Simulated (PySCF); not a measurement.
C₂H₅BS₂.
Atom-mapped SMILES: `[BH:1]1[S:2][CH2:3][CH2:4][S:5]1` (hydrogens: H6 on B1; H7, H8 on C3; H9, H10 on C4)

Geometry (PBE0-D3(BJ)/def2-SVP, Å), atoms numbered from 1 in this order:
```xyz
10
C2H5BS2 angstrom
B      1.7956    0.0520   -0.0650
S      0.8486   -1.1662   -0.9657
C     -0.7491   -0.7538   -0.1674
C     -0.7779    0.7120    0.2101
S      0.8437    1.2155    0.9002
H      2.9959    0.0863   -0.1056
H     -0.8510   -1.3959    0.7213
H     -1.5601   -1.0029   -0.8677
H     -0.9749    1.3458   -0.6686
H     -1.5532    0.9164    0.9634
```

The closed-shell ground state was solved at several levels (PySCF, density fitting, gas phase, non-relativistic).

| level | basis functions | HOMO (eV) | LUMO (eV) | gap (eV) | dipole (D) |
| --- | --- | --- | --- | --- | --- |
| B3LYP/pcSseg-2 | 264 | -6.73 | -0.98 | 5.75 | 2.28 |
| CAM-B3LYP/def2-SVPD | 154 | -8.23 | 0.29 | 8.52 | 2.28 |

What might PBE0/pcSseg-1 (124 basis functions) give for the same quantities?

HOMO -7.02 eV, LUMO -0.79 eV, gap 6.23 eV, dipole 2.30 D.

Over all these levels, which gives the widest orbital gap and which the narrowest?

CAM-B3LYP/def2-SVPD (range-separated hybrid) has the widest, 8.52 eV, and B3LYP/pcSseg-2 (global hybrid, 20 % exact exchange) the narrowest, 5.75 eV. Functional and basis both differ between the two, so the spread mixes both effects.

How far do the dipole and the HOMO energy spread over the levels?

The dipole runs from 2.28 to 2.30 D (mean 2.29 D) and the HOMO from -8.23 to -6.73 eV.

One conformer stands for the species.
